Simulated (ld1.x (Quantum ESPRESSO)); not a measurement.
What one change does to a pseudopotential (Ni, PAW)

```
Element                 : Ni (Z = 28)
Generator               : ld1.x (Quantum ESPRESSO) 7.5
Type                    : PAW
Functional              : PBE
Relativity              : scalar-relativistic
Frozen core             : [Ne] 3s2
Valence charge          : 16
Reference configuration : 3p6 3d8 4s0 4p0 (charge +2)
Partial waves           : 4s (bound, empty): rcut 1.70, rcutus 1.90 bohr; 4s channel at -1.1 Ry: rcut 1.70, rcutus 1.90 bohr; 3p (bound): rcut 1.10, rcutus 1.35 bohr; 4p (bound, empty): rcut 1.10, rcutus 1.35 bohr; 3d (bound): rcut 0.90, rcutus 1.25 bohr; 3d channel at -1.2 Ry: rcut 0.90, rcutus 1.25 bohr
Local potential         : all-electron potential smoothed inside 1.20 bohr (lloc = -2)
Core correction         : Bessel-smoothed model core, default radius (core density twice the valence density)
Augmentation charge     : PSQ, inside the norm-conserving radii
```

Change: reference 3p6 3d7 4s0 4p0.

Cutoffs: the cutoffs (Ry, on a coarse ladder) from which the occupation-weighted sum of valence levels, in a spherical-Bessel basis at the reference potential, stays within 10 and 1 mRy of its value at 400 Ry; they do not see the model core or the augmentation charge, which bear on the density cutoff. Errors are all-electron minus pseudo energies relative to the spin-unpolarised reference configuration.

Problem. What does the change do?

Solution. The potential gets neither clearly harder nor softer (80 Ry and 140 Ry → 80 Ry and 140 Ry); the range in which the s phases agree widens (upper end -0.1 → 1.0); neither file shows a bound ghost.

```csv
quantity,base,changed
"cutoff, loose",80 Ry,80 Ry
"cutoff, tight",140 Ry,140 Ry
bound ghosts,none,none
"largest error over its own tests, meV",-182,-28
s: phases at 2.06 bohr within 0.05 rad from the reference energy up to (Ry; the scan ends near 5),-0.1,1.0
p: phases at 2.06 bohr within 0.05 rad from the reference energy up to (Ry; the scan ends near 5),to the end of the scan,to the end of the scan
d: phases at 2.06 bohr within 0.05 rad from the reference energy up to (Ry; the scan ends near 5),to the end of the scan,to the end of the scan
lowest overlap eigenvalue by channel,"s 0.47, p 0.10, d 0.96","s 0.44, p 0.10, d 1.00"
```
